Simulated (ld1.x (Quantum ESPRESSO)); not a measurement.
# Before and after: TM potential for Ni (Z = 28)

```
Element                 : Ni
Generator               : ld1.x (Quantum ESPRESSO) 7.5
Type                    : norm-conserving Troullier–Martins (Kleinman–Bylander form)
Functional              : PBEsol
Relativity              : scalar-relativistic
Frozen core             : [Ne] 3s2
Valence charge          : 16
Reference configuration : 3p6 3d8 4s0.5 4p0 (charge +1.5)
Partial waves           : 4s (bound): rc 1.65 bohr; 3p (bound): rc 0.95 bohr; 3d (bound): rc 1.65 bohr
Local potential         : all-electron potential smoothed inside 0.75 bohr (lloc = -1)
Core correction         : a·sin(br)/r model core, default radius (core density twice the valence density)
```

Change: wave 4s (bound): rc 1.65 bohr becomes 4s (bound): rc 1.10 bohr.

Cutoffs: the cutoffs (Ry, on a coarse ladder) from which the occupation-weighted sum of valence levels, in a spherical-Bessel basis at the reference potential, stays within 10 and 1 mRy of its value at 400 Ry; they do not see the model core or the augmentation charge, which bear on the density cutoff. Errors are all-electron minus pseudo energies relative to the spin-unpolarised reference configuration.

**Question.** What does the change do?

**Answer.** Both files keep a bound ghost (s); the number of tests that count goes from 7 to 5; of the 5 tests that both files solve, the error grows in 3 and shrinks in 2 by more than 15 % and 0.3 meV (median size 15.5 → 11.9 meV); the range in which the s phases agree widens (upper end -0.3 → at the end of the scan).

```csv
quantity,base,changed
"cutoff, loose",140 Ry,300 Ry
"cutoff, tight",180 Ry,over 300 Ry
loose cutoff by channel (10 mRy a level),"s 21 Ry, p 70 Ry, d 90 Ry","s over 300 Ry, p 70 Ry, d 90 Ry"
bound ghosts,s,s
"tests counted (converged, no solver errors)",7 of 7,5 of 7
"error for 3p6 3d8 4s1 4p0, meV [ΔE -7.60 eV]",+0.1,-5.1
"error for 3p6 3d8 4s0 4p0, meV [ΔE 9.66 eV]",-2.8,-9.8
"error for 3p6 3d7 4s2 4p1, meV [ΔE -6.35 eV]",+17,+13
"error for 3p6 3d7 4s2 4p0, meV [ΔE -0.78 eV]",-16,-38
"error for 3p6 3d8 4s1 4p1, meV [ΔE -12.30 eV]",+16,+12
s: phases at 1.80 bohr within 0.05 rad from the reference energy up to (Ry; the scan ends near 5),-0.3,to the end of the scan
p: phases at 1.80 bohr within 0.05 rad from the reference energy up to (Ry; the scan ends near 5),to the end of the scan,to the end of the scan
d: phases at 1.80 bohr within 0.05 rad from the reference energy up to (Ry; the scan ends near 5),1.4,1.4
```

Changed file: Tests not counted: 3p6 3d8 4s2 4p0 (solver errors, printed error -2731 eV); 3p6 3d9 4s1 4p0 (solver errors, printed error +2.0 eV). A true bound ghost makes a file unfit for plane-wave use even where its test errors are small: the radial tests pick states by their node count and pass the ghost by. Where a test does run into it, the solver fails or the error is huge.
